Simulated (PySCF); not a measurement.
## Radial density of Pd⁺ (palladium, charge +1)

UHF, [Kr] 4d8 5s1, high-spin 4F determinant (an excited configuration). Calculation: PySCF 2.14, in aug-cc-pVTZ-PP with ECP28MDF; scalar relativity through the core potential. This is the valence pseudo-density: the core potential removes the inner electrons and smooths the orbitals near the nucleus.

```
r (bohr)  4πr²ρ (e/bohr)  4πr²(ρα − ρβ)
  0.0171       1.426e-05         0.0000
  0.0288       3.585e-05         0.0000
  0.0485       8.144e-05         0.0000
  0.0815       0.0002556         0.0000
   0.137        0.002275         0.0003
   0.231         0.03408         0.0047
   0.388          0.7922         0.0795
   0.652           9.938         0.8253
    1.10           15.01         1.6720
    1.85           3.945         1.0174
    3.10          0.6110         0.4101
    5.22         0.04223         0.0403
    8.78       0.0001836         0.0002
```

Energies and moments cover only the electrons outside the core potential.
